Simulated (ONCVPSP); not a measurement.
Which change was made? (Al, ONCV)

| Item | Value |
| --- | --- |
| Element | Al (Z = 13) |
| Generator | ONCVPSP 4.0.1 |
| Type | optimised norm-conserving Vanderbilt (ONCV) |
| Functional | LDA (Perdew-Zunger) |
| Relativity | scalar-relativistic |
| Frozen core | [Ne] |
| Valence charge | 3 |
| Reference configuration | 3s1 3p2 |
| Partial waves | 3s: rc 1.75 bohr, ncon 3, nbas 6, qcut 4.2 1/bohr, 1 projector; 3p: rc 1.70 bohr, ncon 4, nbas 7, qcut 5 1/bohr, 2 projectors, debl 3.9 Ha; d scattering state at 0.44 Ha: rc 1.90 bohr, ncon 3, nbas 7, qcut 4.2 1/bohr, 2 projectors, debl 0.7 Ha |
| Local potential | polynomial inside 1.10 bohr (lpopt 4, dvloc0 0 Ha) |
| Core correction | Teter function, fcfact 3.75, rcfact 1.6 |

Cutoffs, loose and tight: the cutoffs (Ha) at which the residual kinetic energy of the hardest occupied pseudo-wave falls to 1 and 0.1 mHa per electron. They do not see the model core or the augmentation charge, which bear on the density cutoff. Test errors are all-electron minus pseudo excitation energies from the reference, over the configurations 3s2 3p1; 3s2 3p0; 3s1 3p0; 3s1 3p1; variants that change the core or the reference have their own tests.

The base gives: outcome: generated; cutoff, loose: 6.2 Ha; cutoff, tight: 39 Ha; bound ghosts: none; GHOST(+) flags above zero: s; largest test error (meV): -33.

(1) After one change the result is: outcome: generated; cutoff, loose: 13 Ha; cutoff, tight: 18 Ha; bound ghosts: none; GHOST(+) flags above zero: s; largest test error (meV): -34. Which change was it?
A. functional revPBE
B. s: qcut 5.4; p: qcut 6.4; d: qcut 5.4
C. all radii but the core radius scaled by about 0.77 (s 1.36, p 1.32, d 1.46 bohr); local potential polynomial inside 0.84 bohr (lpopt 4, dvloc0 0 Ha)

Results:

(1) B. The others give: functional revPBE → outcome: generated; cutoff, loose: 7.8 Ha; cutoff, tight: 37 Ha; bound ghosts: none; GHOST(+) flags above zero: s; largest test error (meV): -22 | all radii but the core radius scaled by about 0.77 (s 1.36, p 1.32, d 1.46 bohr); local potential polynomial inside 0.84 bohr (lpopt 4, dvloc0 0 Ha) → outcome: failed: optimize: ERROR ps0norm > uunorm, code will stop.
